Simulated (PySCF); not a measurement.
**SeF₄: calculation against measurement**

Isolated SeF₄, optimised in PySCF with density fitting and no spin–orbit coupling; def2 sets carry scalar-relativistic core potentials from Rb on. All levels below give a singlet of C2v symmetry: PBE/def2-TZVP Se–F 1.729 Å (×2), Se–F 1.811 Å (×2); PBE/def2-SVP Se–F 1.745 Å (×2), Se–F 1.808 Å (×2).

Counting electrons, selenium keeps 2 of its valence electrons outside its bonds, so the VSEPR class is AX4E1 and the expected shape is see-saw (C2v), as computed.

Q: The measured dipole moment is 1.779 D (NIST CCCBDB Release 22 (SRD 101), experimental dipoles). What do the calculations give?

A: PBE/def2-TZVP 1.73 D, PBE/def2-SVP 1.82 D. The measured value is a vibrational average, and the basis lacks diffuse functions.
